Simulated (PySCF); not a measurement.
# Hartree-Fock beside MP2: AlBFH3O

These are calculations, not measurements. They come from PySCF 2.14.0, an open-source quantum chemistry program, on an isolated molecule that a program drew, which may never have been made. The molecule is AlBFH3O (charge 0, singlet), drawn as the SMILES string `[BH2][Al]([OH])[F]`.

The geometry was optimised and harmonic frequencies were computed with HF and MP2, all in the cc-pV(D+d)Z basis, for the commonest isotopes, with a restricted reference for singlets and an unrestricted one otherwise, and a frozen core in MP2. Each result is a local minimum of its method.

Geometry at the HF minimum:
```xyz
7
AlBFH3O, angstrom
B     0.8795    0.8813   -1.7701
Al    2.8667    1.3982   -1.2069
O     3.5329    2.8916   -1.5964
F     3.8073    0.3226   -0.3619
H    -0.0643    1.1110   -1.0629
H     0.6319    0.3418   -2.8146
H     4.3864    3.2453   -1.4097
```

Lengths of the bonds as drawn, in Å (atoms numbered as above):
| bond | HF | MP2 |
|---|---|---|
| B1-Al2 | 2.129 | 2.125 |
| Al2-O3 | 1.681 | 1.706 |
| Al2-F4 | 1.660 | 1.680 |
| B1-H5 | 1.201 | 1.208 |
| B1-H6 | 1.201 | 1.208 |
| O3-H7 | 0.943 | 0.964 |

Rotational constants, in GHz:
```
constant,HF,MP2
A,6.633,6.386
B,5.238,5.268
C,2.999,2.958
```

Harmonic frequencies in cm^-1, each column in rising order, so a row needn't be the same motion in every method:
| rank | HF | MP2 |
|---|---|---|
| 1 | 136 | 125 |
| 2 | 161 | 155 |
| 3 | 225 | 215 |
| 4 | 247 | 232 |
| 5 | 398 | ? |
| 6 | 557 | 548 |
| 7 | 587 | 584 |
| 8 | 608 | 604 |
| 9 | 829 | 803 |
| 10 | 894 | 862 |
| 11 | 946 | 915 |
| 12 | 1250 | 1200 |
| 13 | 2666 | 2623 |
| 14 | 2738 | 2702 |
| 15 | 4223 | 3931 |

**Estimate the missing MP2 frequency from the HF column.**

A single factor s that minimises the squared misfit of MP2 against s times HF over the other rows is sum(HF x MP2) / sum(HF^2) = 0.9572, with an rms misfit of 43 cm^-1. For rank 5 it gives 0.9572 x 398 = 381 cm^-1. The calculation gives 372 cm^-1, 9 cm^-1 below the estimate. The drawn bonds are on average 1.0 % longer in MP2 than in HF.
